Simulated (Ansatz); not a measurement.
Calculated with Ansatz (gas phase, PBE0-D4/def2-TZVP geometries, no zero-point term in ΔE). CCSD(T)/CBS is the MP2 limit (def2-TZVPP, def2-QZVPP) plus CCSD(T) − MP2 in def2-TZVPP, frozen cores. DFT in def2-TZVPP. B3LYP here is the variant with VWN-RPA as its local correlation; programs differ in this. def2 core potentials past Kr. For I, Zr outer-core shells are correlated without core-valence functions, which leaves a few kJ/mol of doubt a bond.

`[F][Zr]([F])([F])[I]` + `Cl[Si](Cl)(Cl)Cl` → `[F][Zr]([F])([F])[Cl]` + `Cl[Si](Cl)(Cl)I`  (redistribution)

Problem. Is it downhill or uphill in electronic energy at CCSD(T)/CBS, and by how much? (Best estimate.)

Solution. Computed: Uphill: ΔE = +3.0 kJ/mol.

Problem. What do these levels give: PBE-D4, BLYP-D4, B3LYP-D4, B2PLYP, BLYP, r2SCANh, LC-ωPBE, HF/def2-TZVPP, CCSD/def2-TZVPP, CCSD(T)/def2-TZVPP, HF/def2-QZVPP, HF/CBS(def2)? (An estimate is asked.)

Solution. The calculation gave: PBE-D4 0.1, BLYP-D4 -0.7, B3LYP-D4 2.0, B2PLYP 7.4, BLYP 2.6, r2SCANh 6.8, LC-ωPBE 4.6, HF/def2-TZVPP 12.5, CCSD/def2-TZVPP 9.6, CCSD(T)/def2-TZVPP 9.7, HF/def2-QZVPP 12.5, HF/CBS(def2) 12.5 kJ/mol.

Problem. What do rigid-rotor, harmonic-oscillator terms from PBE0-D4/def2-TZVP frequencies (298.15 K, 1 bar) make of the CCSD(T)/CBS value? (Best estimate.)

Solution. Computed: ΔZPE = -0.8 kJ/mol, ΔH = +2.5 kJ/mol, ΔS = 13 J/(mol·K), ΔG = -1.3 kJ/mol.

Largest T1 diagnostic among the species: 0.017.

Leaving LDA and LC-ωPBE aside and taking each functional with its dispersion term where it has one, the values, not all of them listed here, spread over 8.9 kJ/mol, from BLYP-D4 to PBE-QIDH. From BLYP to BHLYP (50 % exact exchange), in def2-TZVPP and without D4, ΔE moves by +5.8 kJ/mol.
